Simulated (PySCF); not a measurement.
SeF3, SMILES F[Se+](F)F, charge +1.

Geometry optimised at TPSSh-D3(BJ)/def2-SVP. The multiplicity is an assumed one; other spin states were not compared. The isomer is the one that the SMILES or the coordinates give; other isomers of the formula were not compared.

Method: r2SCAN/def2-TZVPD (PySCF).

Gas-phase values at a fixed geometry.

```json
{
  "total_energy": "-2700.72001 hartree",
  "point_group": "C3v",
  "highest_occupied_level": "-17.76 eV",
  "lowest_empty_level": "-10.56 eV",
  "orbital_gap": "7.20 eV",
  "dipole_moment_about_the_centre_of_nuclear_charge": "2.33 D",
  "mean_static_polarisability": "25.0 bohr³ (3.71 Å³)",
  "polarisability_principal_values": "21.3, 26.8, 26.8 bohr³"
}
```
